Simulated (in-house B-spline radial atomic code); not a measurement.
A calculation on As II (As+) (an excited or competing configuration): its settings, and results tabulated from the run. All numbers are computed (scalar-relativistic (X2C) r2SCAN0, spin-polarised, spherical fractional occupations; Fermi nucleus of rms radius 4.0968 fm) with an all-electron radial atomic-structure program (B-spline basis), not measured.

In the input, 3d5,1 would mean five up and one down electron.

Command:
```bash
python run_scf.py task.json out
```
Settings (nuclear radius in fm, mass in u):
```
Z                33
configuration    1s2 2s2 2p6 3s2 3p6 3d4,5 4s2 4p1,1 5f0,1
hamiltonian      x2c
method           r2scan0
spin_polarised   True
nucleus          fermi
rms_radius       4.0968
atomic_mass      74.92159
speed_of_light   137.035999084
```

Output (hartree, bohr):
```
 radial grid: 91 intervals, B-splines of order 8, outer radius 102 bohr

 iter        energy (Eh)    residual
    1       -2257.916242    6.68e-02
    2       -2257.924482    2.26e-03
    3       -2257.924400    1.15e-03
    4       -2257.924388    5.75e-04
    5       -2257.924390    4.41e-05
    6       -2257.924390    1.30e-05
    7       -2257.924390    1.83e-06
    8       -2257.924390    6.95e-07
    9       -2257.924390    6.93e-08

 total energy                     -2257.92439
 kinetic                            2308.6921
 electron-nucleus                  -5416.5055
 Hartree                             932.7442
 exact exchange                      -20.1708
 exchange-correlation                -62.6844

 orbital      occ     eigenvalue          <r>       <r^2>       <1/r>       r_max
 1s up      1.000      -434.5353    0.0451053  0.00275109     34.1689     0.02929
 1s down    1.000      -434.5355    0.0451054  0.00275112     34.1689     0.02929
 2s up      1.000       -57.0116     0.202029   0.0482144     7.50846      0.1698
 2s down    1.000       -57.0625     0.202141   0.0482723     7.50411      0.1698
 2p up      3.000       -50.0548     0.176977   0.0383722     7.23379      0.1362
 2p down    3.000       -50.0965     0.177108   0.0384363     7.22974      0.1363
 3s up      1.000        -8.6017      0.59219    0.403408     2.42666      0.5194
 3s down    1.000        -8.6867     0.591277    0.402128      2.4322      0.5191
 3p up      3.000        -6.3911     0.609403    0.435066     2.25724      0.5189
 3p down    3.000        -6.4834     0.607898      0.4328     2.26403      0.5184
 3d up      4.000        -2.7269     0.651938    0.528819     1.95559       0.474
 3d down    5.000        -2.8687     0.644852    0.515736     1.97095      0.4718
 4s up      1.000        -1.3403      1.74925     3.46981    0.753449       1.522
 4s down    1.000        -1.3491      1.73887     3.42843    0.758963       1.514
 4p up      1.000        -0.8304      2.04814     4.79318    0.633113       1.748
 4p down    1.000        -0.8364      2.04112     4.76628    0.636311       1.739
 5f down    1.000        -0.0593      15.6857     279.424   0.0823235       16.64
```

Run time, properties included: 1 s on 1 thread of Arm Neoverse V1, on a shared host.

Caution: exact exchange at fractional occupations of open shells leaves self-interaction of up to several eV.

One-electron X2C: radii and densities carry no picture-change correction, so inner-shell <1/r> comes out high (for 1s by about 2 % at Z = 33, 5 % at 54, 10 % at 75, 30 % at 118) and <r> low.
